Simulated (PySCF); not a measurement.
Ligands exchanged one at a time, Si NH2-SH. Isolated molecules, 0 K electronic values unless said otherwise. One relaxed conformer stands for each flexible species; it need not be the lowest. Strings in code marks are SMILES.

Calculation: PBE-D3(BJ)/def2-TZVP // B3LYP-D3(BJ)/def2-TZVP run with PySCF. All candidates: neutral, multiplicity 1. Excitations are Tamm–Dancoff values on a coarser integration grid. The basis has no diffuse functions, so Rydberg states are missing or too high.

```
Quantity               Result
-------------------  --------
LUMO                 -1.80 eV
HOMO                 -6.06 eV
S1 excitation (TDA)   4.30 eV
```

### Question
Identify which member has these values.
A) `N[Si](N)(N)S`
B) `S[Si](S)(S)S`
C) `N[Si](N)(S)S`
D) `N[Si](S)(S)S`

### Answer
B, `S[Si](S)(S)S`. The others give `N[Si](N)(N)S`: -0.19 eV, -5.57 eV, 5.44 eV; `N[Si](S)(S)S`: -0.95 eV, -6.13 eV, 5.26 eV; `N[Si](N)(S)S`: -0.49 eV, -5.92 eV, 5.50 eV
